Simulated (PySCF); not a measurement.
**Finite-field polarisability of Cu (copper, neutral)**

[Ar] 3d10 4s1, 2S determinant. Calculation: PySCF 2.14, in aug-cc-pVDZ-PP with ECP10MDF (5s5p4d2f, 54 functions); scalar relativity through the core potential. Frozen: 3s2 3p6. Energy changes in a uniform field (μhartree):

```
axis  F (au)        HF       MP2      CCSD   CCSD(T)
   x  0.0017  -102.099   -58.514   -74.770   -71.757
   x  0.0034  -408.494  -234.295  -299.217  -287.171
```

**Question.** Derive α along x at CCSD(T) from the two fields.

**Answer.** With ΔE = −αF²/2 − γF⁴/24, α = −(16 ΔE(F) − ΔE(2F))/(6F²) = 49.65 bohr³.

**Question.** And the mean polarisability at each level?

**Answer.** HF 70.65, MP2 40.48, CCSD 51.74, CCSD(T) 49.65 bohr³. Reference: 46.5 ± 0.5 bohr³ (recommended; Schwerdtfeger and Nagle, table of static dipole polarizabilities (2023 update)).

CCSD(T) lies more than 5 % above the reference; correlation of the frozen inner shells, absent here, would lower it.

A double-zeta set is small for polarisabilities.
